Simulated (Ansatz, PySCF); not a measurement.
SbF₂, SMILES [F][Sb][F], multiplicity 2. Atoms are numbered in the order given.

```xyz
3

Sb     0.0000     0.0000     0.2851
F      0.0000    -1.4197    -1.0086
F      0.0000     1.4197    -1.0086
```
Charge 0, spin multiplicity 2.

Geometry: B3LYP-D3(BJ)/def2-TZVP. The multiplicity is an assumed one; other spin states were not compared. The isomer is the one that the SMILES or the coordinates give; other isomers of the formula were not compared. The def2 effective core potentials stand for the cores of Sb; spin–orbit coupling is left out.

Two levels are set side by side: PBE-D3(BJ)/def2-TZVP (Ansatz, a first-principles code) and B3LYP-D3(BJ)/def2-TZVP (Ansatz). Each level has its own optimised geometry; the coordinates shown are those of the second. Frequencies come from the Hessian of PySCF at each geometry. Differences are taken from unrounded values.

```tsv
quantity	B3LYP-D3(BJ)
mean bond length (Å)	1.921
bond Sb1–F2 (Å)	1.921
bond Sb1–F3 (Å)	1.921
highest harmonic wavenumber (cm⁻¹)	621
mean harmonic wavenumber (cm⁻¹)	474
zero-point energy (kcal/mol)	2.03
```

What does PBE-D3(BJ) give, and how far is it from B3LYP-D3(BJ)? (The exact figures need the calculation; the answer reports its results.)


```
quantity                            PBE-D3(BJ)  PBE-D3(BJ) minus B3LYP-D3(BJ)
----------------------------------  ----------  -----------------------------
mean bond length (Å)                     1.934                          0.014
bond Sb1–F2 (Å)                          1.934                          0.014
bond Sb1–F3 (Å)                          1.934                          0.014
highest harmonic wavenumber (cm⁻¹)         600                            -21
mean harmonic wavenumber (cm⁻¹)            458                            -16
zero-point energy (kcal/mol)              1.96                          -0.07
```

GGA bonds tend to be longer and softer than those of functionals with exact exchange. Differences between two approximate levels are no errors against the true value.
